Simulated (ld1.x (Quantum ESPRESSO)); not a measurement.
**Transferability test, TM potential for Ag**

```
Element                 : silver
Generator               : ld1.x (Quantum ESPRESSO) 7.5
Type                    : norm-conserving Troullier–Martins (Kleinman–Bylander form)
Functional              : LDA (PZ)
Relativity              : fully relativistic
Frozen core             : [Kr]
Valence charge          : 11
Reference configuration : 4d10 5s1 5p0
Partial waves           : 5p (bound, empty): rc 3.30 bohr; 4d (bound): rc 1.75 bohr; 4f channel at 0.15 Ry: rc 2.55 bohr; 5s (bound): rc 1.85 bohr
Local potential         : the s channel
Core correction         : a·sin(br)/r model core inside 0.86 bohr
```

Open shells are filled in proportion to 2j + 1 (rel_dist='average').

Energies are relative to the spin-unpolarised reference configuration 4d10 5s1 5p0; without spin polarisation the order of configurations can differ from experiment.

```json
{"valence configuration": "4d10 5s0 5p0", "charge": "+1", "ΔE all-electron (eV)": "8.104", "error AE − PS (meV)": "-7.7"}
{"valence configuration": "4d9 5s0 5p0", "charge": "+2", "ΔE all-electron (eV)": "30.489", "error AE − PS (meV)": "-123"}
{"valence configuration": "4d8 5s0 5p0", "charge": "+3", "ΔE all-electron (eV)": "66.920", "error AE − PS (meV)": "-662"}
{"valence configuration": "4d10 5s0 5p1", "charge": "0", "ΔE all-electron (eV)": "4.017", "error AE − PS (meV)": "-0.4"}
{"valence configuration": "4d9 5s1 5p1", "charge": "0", "ΔE all-electron (eV)": "8.567", "error AE − PS (meV)": "-122"}
{"valence configuration": "4d7 5s0 5p0", "charge": "+4", "ΔE all-electron (eV)": "118.842", "error AE − PS (meV)": "-1804"}
{"valence configuration": "4d9 5s1 5p0", "charge": "+1", "ΔE all-electron (eV)": "13.381", "error AE − PS (meV)": "-95"}
```
